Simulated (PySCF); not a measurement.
C2BrCl2F, SMILES F/C(Cl)=C(/Cl)Br. Atoms are numbered in the order given.

```xyz
6

F     -1.9202    -0.7379     0.0000
C     -0.6301    -0.9855     0.0000
Cl    -0.2446    -2.6441     0.0000
C      0.2788     0.0033     0.0000
Cl     1.9596    -0.3006     0.0000
Br    -0.2790     1.7884     0.0000
```

Geometry: PBE0-D3(BJ)/def2-SVP. The structure was generated by enumeration; whether it is a known compound was not checked.

Level of theory: PySCF with TDA-PBE/def2-SVPD.

Vertical excitations. The molecule is in vacuum. State labels are in the subgroup Cs.

List the lowest excited states. (Estimate from the structure and the level; the computed values follow.)


| state | symmetry | energy (eV) | λ (nm) | f | main pairs |
|---|---|---|---|---|---|
| S1 | A" | 4.43 | 280 | 0.000 | HOMO→LUMO 99 % |
| S2 | A" | 5.10 | 243 | 0.000 | HOMO→LUMO+2 99 % |
| S3 | A" | 5.78 | 214 | 0.000 | HOMO−1→LUMO+1 100 % |
| S4 | A' | 5.80 | 214 | 0.014 | HOMO−1→LUMO 89 % |
| S5 | A" | 5.97 | 208 | 0.009 | HOMO→LUMO+3 96 % |
| S6 | A' | 6.01 | 206 | 0.273 | HOMO→LUMO+1 60 %, HOMO−2→LUMO+1 21 % |
| S7 | A" | 6.26 | 198 | 0.002 | HOMO−2→LUMO 94 % |
| S8 | A' | 6.41 | 193 | 0.083 | HOMO−1→LUMO+2 78 % |
| S9 | A" | 6.47 | 192 | 0.018 | HOMO→LUMO+4 94 % |
| S10 | A' | 6.60 | 188 | 0.025 | HOMO−3→LUMO 71 %, HOMO−2→LUMO+1 15 % |
| T1 | A' | 3.74 | 332 | 0 | HOMO→LUMO+1 98 % |
| T2 | A" | 3.97 | 312 | 0 | HOMO→LUMO 100 % |
| T3 | A" | 4.71 | 263 | 0 | HOMO→LUMO+2 100 % |
| T4 | A' | 5.25 | 236 | 0 | HOMO−1→LUMO 98 % |
Triplets are in the Tamm–Dancoff approximation.
